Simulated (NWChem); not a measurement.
System: C2H4BF2N; SMILES C/C=N/B(F)F

NWChem input:

```
start job
memory heap 200 mb stack 900 mb global 1100 mb
geometry units angstroms noautoz
  C     -0.582850     2.333519     0.000000
  C      0.680102     1.511822     0.000000
  N      0.763716     0.256541     0.000000
  B      0.013137    -0.927057     0.000000
  F     -0.303275    -1.544102     1.140398
  F     -0.303275    -1.544102    -1.140398
  H     -1.473987     1.699990     0.000000
  H     -0.603142     2.988824    -0.880643
  H     -0.603142     2.988824     0.880643
  H      1.611149     2.097706     0.000000
end
basis spherical
  * library def2-svp
end
dft
  xc xpbe96 cpbe96
  iterations 150
  mulliken
end
task dft energy
```

Geometry: optimised at B3LYP/6-31G* (spherical d).

### Question
What results follow from this input? (PBE/def2-SVP.) Quantities: energy (Ha); highest occupied level (eV); orbital gap (eV); dipole (D).

### Answer
The energy (Ha) comes out as -357.38 and the highest occupied level (eV) is -6.15. The orbital gap (eV) is 4.20 and the dipole (D) is 3.36.
